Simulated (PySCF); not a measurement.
Constitutional and geometric isomers with formula H3BSi2. Gas-phase values, no solvent. Strings in code marks are SMILES.

Quantity: electronic energy of isomers of H3BSi2 relative to `B1[SiH]=[SiH]1`, in eV.

Case: `B1=[SiH][SiH2]1`. Geometry of `[SiH]1=B[SiH2]1` (neutral, multiplicity 1, Å):

```xyz
6

B      0.2731    -0.9432     1.0460
Si     1.4907    -0.1088     0.0826
Si    -1.0046    -0.0205     0.0362
H      2.7245     0.4341    -0.5242
H     -1.7539    -0.5679    -1.1257
H     -1.7318     1.2001     0.4755
```

What is the computed electronic energy of isomers of H3BSi2 relative to `B1[SiH]=[SiH]1` (PBE-D3(BJ)/def2-TZVP // B3LYP-D3(BJ)/def2-TZVP (PySCF))?

1.44 eV.
